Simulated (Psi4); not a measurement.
H2B3Cl3N3 (SMILES ClB1[N]B(Cl)NB(Cl)N1), doublet, at a GFN2-xTB geometry; CCSD(T)/STO-3G (Psi4).

Here is a job for Psi4.
```
memory 2 GB

molecule {
0 2
  Cl    3.07597470   -0.77040127   -0.22727612
  B     1.43084333   -0.29369213   -0.10388484
  N     0.96159972    0.99837247   -0.03585883
  B    -0.34415575    1.42193598    0.06336139
  Cl   -0.87855374    3.05185431    0.14533252
  N    -1.33340479    0.36585973    0.09942782
  B    -0.95919836   -0.99587928    0.03576928
  Cl   -2.15816795   -2.24069894    0.08047982
  N     0.41266650   -1.32180818   -0.06509275
  H    -2.30512899    0.63343657    0.17191337
  H     0.71435169   -2.28504715   -0.11259200
}

set basis sto-3g
set reference uhf
set cc_type df
set mp2_type df
set scf_type df

energy('ccsd(t)')
print_variables()
```

Q: What does Psi4 print? Leave out banner, timings and long lists.

A: 
```
Traceback (most recent call last):
  File "psi4", line 375, in <module>
  File "<string>", line 35, in <module>
  File "site-packages/psi4/driver/driver.py", line 461, in energy
  File "site-packages/psi4/driver/task_planner.py", line 255, in task_planner
  File "site-packages/psi4/driver/driver_util.py", line 222, in negotiate_derivative_type
  File "site-packages/psi4/driver/driver_util.py", line 344, in highest_analytic_derivative_available

psi4.driver.p4util.exceptions.MissingMethodError: Method=ccsd(t) is not available for any derivative level under conditions CC_TYPE=DF, REFERENCE=UHF, FREEZE_CORE=FALSE, QC_MODULE=(auto). See https://psicode.org/psi4manual/master/introduction.html#ss-ccsd-prt-pr. Or did you mean? ccsd(at) a-ccsd(t) ccsd(t)_l bccd(t) qcisd(t)

Printing out the relevant lines from the Psithon --> Python processed input file:
    core.set_global_option("BASIS", "sto-3g")
    core.set_global_option("REFERENCE", "uhf")
    core.set_global_option("CC_TYPE", "df")
    core.set_global_option("MP2_TYPE", "df")
    core.set_global_option("SCF_TYPE", "df")
--> energy('ccsd(t)')
    print_variables()

!----------------------------------------------------------------------------------!
!                                                                                  !
!  Method=ccsd(t) is not available for any derivative level under conditions       !
!     CC_TYPE=DF, REFERENCE=UHF, FREEZE_CORE=FALSE, QC_MODULE=(auto). See          !
!     https://psicode.org/psi4manual/master/introduction.html#ss-ccsd-prt-pr. Or   !
!     did you mean? ccsd(at) a-ccsd(t) ccsd(t)_l bccd(t) qcisd(t)                  !
!                                                                                  !
!----------------------------------------------------------------------------------!
```

The input was rejected before any calculation.
